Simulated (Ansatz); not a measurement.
C$_{3}$H$_{6}$AlI (`C=C(I)[CH2][AlH2]`). Total charge 0; spin multiplicity 1. I takes the def2 core potential.

| atom | x (Å) | y (Å) | z (Å) |
| --- | --- | --- | --- |
| C1 | -0.231 | 1.001 | -1.726 |
| C2 | 0.206 | 0.605 | -0.543 |
| I3 | 2.229 | -0.104 | -0.390 |
| C4 | -0.471 | 0.375 | 0.741 |
| Al5 | 0.189 | -1.454 | 1.233 |
| H6 | 0.380 | 1.012 | -2.618 |
| H7 | -1.262 | 1.330 | -1.811 |
| H8 | -0.083 | 1.052 | 1.511 |
| H9 | -1.549 | 0.526 | 0.641 |
| H10 | 0.812 | -1.685 | 2.675 |
| H11 | -0.220 | -2.659 | 0.285 |

**Question.** List the harmonic frequencies (cm⁻¹, unscaled) at PBE0-D4/def2-TZVP in Ansatz. (An estimate is asked.)

**Answer.** Computed: 87, 136, 266, 300, 314, 422, 453, 472, 573, 613, 686, 735, 762, 888, 937, 1056, 1078, 1155, 1406, 1435, 1701, 1912, 1921, 3045, 3112, 3155, 3263.

**Question.** Is this a minimum?

**Answer.** Yes, all 27 modes are real.

**Question.** Give the ideal-gas thermochemistry at 298.15 K and 1 bar (rigid rotor, harmonic oscillator; point group C1, symmetry number 1).

**Answer.** Zero-point energy 190.7 kJ/mol; H(298) − E = 212.0 kJ/mol; entropy 358.9 J/(mol·K), of which translation 174.7, rotation 118.8, vibration 65.4; G(298) − E = 105.0 kJ/mol. Modes under 100 cm⁻¹ are hindered rotations or soft bends, so the harmonic entropy is rough.

**Question.** And at 400, 500, 600, 800 and 1000 K?

**Answer.** 
| T (K) | H − E (kJ/mol) | S (J/mol/K) | G − E (kJ/mol) |
| --- | --- | --- | --- |
| 400 | 224.9 | 396.0 | 66.5 |
| 500 | 239.7 | 428.8 | 25.3 |
| 600 | 255.9 | 458.4 | -19.1 |
| 800 | 292.1 | 510.3 | -116.1 |
| 1000 | 331.8 | 554.5 | -222.7 |

**Question.** Rotational constants (cm⁻¹)?

**Answer.** 0.09293, 0.0595, 0.03927.
